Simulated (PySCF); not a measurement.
PySCF input for C3H2BrF, SMILES C(=CBr)=CF, TDA-CAM-B3LYP/def2-SVPD. The structure is a stationary point at ωB97X-D3(BJ)/def2-SVP.

```python
import numpy as np
from pyscf import gto, scf, dft, tdscf

mol = gto.M(
    atom='''
    F    -3.15454658    0.35172385   -0.93209595
    C    -2.40353073   -0.44263502   -0.16352157
    C    -1.11314932   -0.59537263   -0.33663020
    C     0.17303876   -0.77530877   -0.46784010
    Br    1.45191223    0.29203759    0.41941298
    H    -2.97630241   -0.95445625    0.61773411
    H     0.61214144   -1.55247582   -1.10037392
    ''',
    basis='def2-SVPD',
    charge=0,
    spin=0,
    max_memory=1600,
    verbose=4,
)
mf = dft.RKS(mol, xc='cam-b3lyp').density_fit(auxbasis='def2-universal-jkfit')
mf.grids.level = 3
mf.conv_tol = 1e-9
mf.max_cycle = 100
mf.kernel()
mf.grids = dft.Grids(mol).set(level=1).build(with_non0tab=True)  # coarser grid for the response kernel
td = tdscf.TDA(mf)
td.singlet = True
td.nstates = 10
td.conv_tol = 1e-4
td.positive_eig_threshold = 1e-6
td.kernel(x0=td.get_init_guess(mf, 15))
td.analyze()
tt = tdscf.TDA(mf)
tt.singlet = False
tt.nstates = 4
tt.conv_tol = 1e-4
tt.positive_eig_threshold = 1e-6
tt.kernel(x0=tt.get_init_guess(mf, 9))
tt.analyze(verbose=3)
```

It prints:

```
PySCF version 2.14.0

[INPUT] verbose = 4
[INPUT] num. atoms = 7
[INPUT] num. electrons = 64
[INPUT] charge = 0
[INPUT] spin (= nelec alpha-beta = 2S) = 0
[INPUT] symmetry False subgroup None
[INPUT] Mole.unit = angstrom
[INPUT] Symbol           X                Y                Z      unit          X                Y                Z       unit  Magmom
[INPUT]  1 F     -3.154546580000   0.351723850000  -0.932095950000 AA   -5.961229083383   0.664661747978  -1.761406067316 Bohr   0.0
[INPUT]  2 C     -2.403530730000  -0.442635020000  -0.163521570000 AA   -4.542014811676  -0.836458960941  -0.309010982759 Bohr   0.0
[INPUT]  3 C     -1.113149320000  -0.595372630000  -0.336630200000 AA   -2.103547350546  -1.125091212762  -0.636138883258 Bohr   0.0
[INPUT]  4 C      0.173038760000  -0.775308770000  -0.467840100000 AA    0.326995865334  -1.465121237273  -0.884089659089 Bohr   0.0
[INPUT]  5 Br     1.451912230000   0.292037590000   0.419412980000 AA    2.743716471607   0.551871063178   0.792575665288 Bohr   0.0
[INPUT]  6 H     -2.976302410000  -0.954456250000   0.617734110000 AA   -5.624396418783  -1.803660910379   1.167348285702 Bohr   0.0
[INPUT]  7 H      0.612141440000  -1.552475820000  -1.100373920000 AA    1.156779671097  -2.933754114810  -2.079405343414 Bohr   0.0

nuclear repulsion = 264.811294082157
number of shells = 56
number of NR pGTOs = 226
number of NR cGTOs = 140
basis = def2-SVPD
ecp = {}


[settings echo left out]
init E= -2788.61475339382
  HOMO = -0.280742762440236  LUMO = -0.0596883427049268  gap/eV = 6.01520
cycle= 1 E= -2788.96296372023  delta_E= -0.348  |g|= 0.479  |ddm|=  5.9
  HOMO = -0.331862067483261  LUMO = -0.0236044416804738  gap/eV = 8.38812
cycle= 2 E= -2788.9566513316  delta_E= 0.00631  |g|= 0.562  |ddm|= 1.22
  HOMO = -0.33240734383934  LUMO = -0.00683924019439292  gap/eV = 8.85916
cycle= 3 E= -2789.01306417604  delta_E= -0.0564  |g|= 0.0535  |ddm|= 0.675
  HOMO = -0.335003179901361  LUMO = -0.00459287119334917  gap/eV = 8.99092
cycle= 4 E= -2789.01350279353  delta_E= -0.000439  |g|= 0.0239  |ddm|= 0.0954
  HOMO = -0.334014871206699  LUMO = -0.00450092360930565  gap/eV = 8.96653
cycle= 5 E= -2789.01362768132  delta_E= -0.000125  |g|= 0.0102  |ddm|= 0.0403
  HOMO = -0.334726891704674  LUMO = -0.00454130085033185  gap/eV = 8.98481
cycle= 6 E= -2789.01365305073  delta_E= -2.54e-05  |g|= 0.00189  |ddm|= 0.0167
  HOMO = -0.334538600769339  LUMO = -0.00426650479459756  gap/eV = 8.98716
cycle= 7 E= -2789.0136545738  delta_E= -1.52e-06  |g|= 0.000908  |ddm|= 0.0044
  HOMO = -0.334616989215736  LUMO = -0.00432850184043865  gap/eV = 8.98761
cycle= 8 E= -2789.01365487974  delta_E= -3.06e-07  |g|= 0.000338  |ddm|= 0.00218
  HOMO = -0.334641474776145  LUMO = -0.00433336166515019  gap/eV = 8.98814
cycle= 9 E= -2789.01365491224  delta_E= -3.25e-08  |g|= 0.000102  |ddm|= 0.000813
  HOMO = -0.334638235030599  LUMO = -0.00432530317560209  gap/eV = 8.98827
cycle= 10 E= -2789.01365491481  delta_E= -2.57e-09  |g|= 6.43e-05  |ddm|= 0.000235
  HOMO = -0.334638160021098  LUMO = -0.00432499350625681  gap/eV = 8.98828
cycle= 11 E= -2789.01365491586  delta_E= -1.06e-09  |g|= 6.36e-06  |ddm|= 0.000168
  HOMO = -0.334639223601614  LUMO = -0.00432599003783585  gap/eV = 8.98828
cycle= 12 E= -2789.01365491587  delta_E= -7.28e-12  |g|= 2.85e-06  |ddm|= 2.19e-05
  HOMO = -0.334639017214797  LUMO = -0.00432582844380525  gap/eV = 8.98828
Extra cycle  E= -2789.01365491587  delta_E= 1.82e-12  |g|= 2.6e-06  |ddm|= 1.33e-05
converged SCF energy = -2789.01365491587
tot grids = 33120
Overwritten attributes  positive_eig_threshold  of <class 'pyscf.tdscf.rks.TDA'>


******** <class 'pyscf.tdscf.rks.TDA'> for <class 'pyscf.df.df_jk.DFRKS'> ********
nstates = 10 singlet
deg_eia_thresh = 1.000e-03
wfnsym = None
conv_tol = 0.0001
eigh lindep = 1e-12
eigh level_shift = 0
eigh max_cycle = 100


Excitation energies (eV)
[5.0920639  5.23223332 6.14917868 6.30436655 6.54525624 6.84895785
 7.15394897 7.50390733 7.59920971 8.01947702]

** Singlet excitation energies and oscillator strengths **
Excited State   1:      5.09206 eV    243.49 nm  f=0.0010
      31 -> 34       -0.56539
      32 -> 33       -0.38257
Excited State   2:      5.23223 eV    236.96 nm  f=0.0003
      31 -> 34        0.38862
      32 -> 33       -0.56905
Excited State   3:      6.14918 eV    201.63 nm  f=0.0019
      30 -> 33       -0.51221
      31 -> 33       -0.33072
      32 -> 34        0.29798
Excited State   4:      6.30437 eV    196.66 nm  f=0.0297
      30 -> 33        0.42622
      31 -> 33       -0.21233
      32 -> 34        0.48852
Excited State   5:      6.54526 eV    189.43 nm  f=0.0002
      30 -> 34       -0.68800
Excited State   6:      6.84896 eV    181.03 nm  f=0.0080
      29 -> 33        0.24989
      32 -> 35        0.59026
      32 -> 36       -0.16281
      32 -> 39       -0.12675
      32 -> 41       -0.10030
Excited State   7:      7.15395 eV    173.31 nm  f=0.7360
      29 -> 34        0.14297
      30 -> 33       -0.14438
      31 -> 33        0.48522
      31 -> 35        0.24551
      32 -> 34        0.32645
Excited State   8:      7.50391 eV    165.23 nm  f=0.0110
      29 -> 33        0.42056
      31 -> 35        0.11670
      32 -> 35       -0.32089
      32 -> 36       -0.38459
      32 -> 37        0.15113
Excited State   9:      7.59921 eV    163.15 nm  f=0.3728
      31 -> 33       -0.21829
      31 -> 35        0.56928
      31 -> 36        0.20809
      31 -> 37        0.12676
Excited State  10:      8.01948 eV    154.60 nm  f=0.0541
      30 -> 33        0.10221
      30 -> 35       -0.64172
      30 -> 37        0.13150
      30 -> 39        0.11956

** Transition electric dipole moments (AU) **
state          X           Y           Z        Dip. S.      Osc.
  1        -0.0102     -0.0798     -0.0364      0.0078      0.0010
  2         0.0155     -0.0058      0.0489      0.0027      0.0003
  3        -0.0368     -0.0792     -0.0729      0.0129      0.0019
  4        -0.4236     -0.0786     -0.0828      0.1925      0.0297
  5        -0.0036      0.0261     -0.0178      0.0010      0.0002
  6        -0.2157     -0.0330     -0.0133      0.0478      0.0080
  7        -2.0234     -0.2386     -0.2202      4.1993      0.7360
  8         0.1373      0.1227     -0.1607      0.0597      0.0110
  9         1.3751      0.2328      0.2398      2.0026      0.3728
 10        -0.4819      0.1718      0.1177      0.2756      0.0541

** Transition velocity dipole moments (imaginary part, AU) **
state          X           Y           Z        Dip. S.      Osc.
  1         0.0017     -0.0131      0.0329      0.0013      0.0045
  2         0.0007     -0.0428      0.0443      0.0038      0.0132
  3         0.0425     -0.0473     -0.0396      0.0056      0.0166
  4        -0.0797      0.0224      0.0125      0.0070      0.0202
  5        -0.0041      0.0074     -0.0009      0.0001      0.0002
  6        -0.0309      0.0245     -0.0394      0.0031      0.0082
  7        -0.2930     -0.0522     -0.0509      0.0912      0.2312
  8         0.0324      0.0495     -0.0502      0.0060      0.0146
  9         0.2457      0.0613      0.0722      0.0693      0.1655
 10        -0.0923      0.0344      0.0214      0.0102      0.0230

** Transition magnetic dipole moments (imaginary part, AU) **
state          X           Y           Z
  1        -0.9425      0.0550      0.1980
  2         0.3294      0.0704     -0.1589
  3        -0.0373      0.1249     -0.1309
  4        -0.0685     -0.1431      0.2465
  5         0.4888      0.1963      0.1153
  6        -0.7627      0.2630      0.2425
  7         0.0672     -0.6934      1.1060
  8         0.0379     -0.3158     -0.1748
  9         0.0354     -0.1643      0.1040
 10         0.0496      0.4466     -0.5762


******** <class 'pyscf.tdscf.rks.TDA'> for <class 'pyscf.df.df_jk.DFRKS'> ********
nstates = 4 triplet
deg_eia_thresh = 1.000e-03
wfnsym = None
conv_tol = 0.0001
eigh lindep = 1e-12
eigh level_shift = 0
eigh max_cycle = 100


Excitation energies (eV)
[4.02582533 4.21858406 4.67652557 4.74386686]

** Triplet excitation energies and oscillator strengths **
Excited State   1:      4.02583 eV    307.97 nm  f=0.0000
Excited State   2:      4.21858 eV    293.90 nm  f=0.0000
Excited State   3:      4.67653 eV    265.12 nm  f=0.0000
Excited State   4:      4.74387 eV    261.36 nm  f=0.0000
```

Self-consistency was reached.

Cost: around 110 core-seconds (rough).
